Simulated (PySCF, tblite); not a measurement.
Species: C6H17AlS.
Bonds: C1–S2, S2–C3, S2–Al4, Al4–C5, C5–C6, C5–C7, C5–C8. Hydrogens: H9, H10, H11 on C1; H12, H13, H14 on C3; H15, H16 on Al4; H17, H18, H19 on C6; H20, H21, H22 on C7; H23, H24, H25 on C8.

Jobs on this species (25 atoms, 82 electrons) with PySCF (density fitting) and tblite. Hardware of each: one thread, Arm Neoverse N1 (aarch64), on a shared host. Times come from a shared host and carry two figures at best.

```json
{"level and settings": "GFN2-xTB", "work": "L-BFGS relaxation", "basis functions": "–", "SCF cycles": "–", "wall time": "?"}
{"level and settings": "PBE0/pcSseg-1", "work": "shieldings, charges and field gradients, density and orbital grids written", "basis functions": "235", "SCF cycles": "13", "wall time": "2.0 min"}
{"level and settings": "GFN2-xTB", "work": "Hessian by finite differences", "basis functions": "–", "SCF cycles": "–", "wall time": "2.4 s"}
```

Question: Fill in the missing figures.

Answer: 
- GFN2-xTB; L-BFGS relaxation: 2.8 s

Question: What do all jobs in the table cost together?

Answer: About 2.1 min; the longest takes about 96 % of that, and about 50 times as long as the shortest.
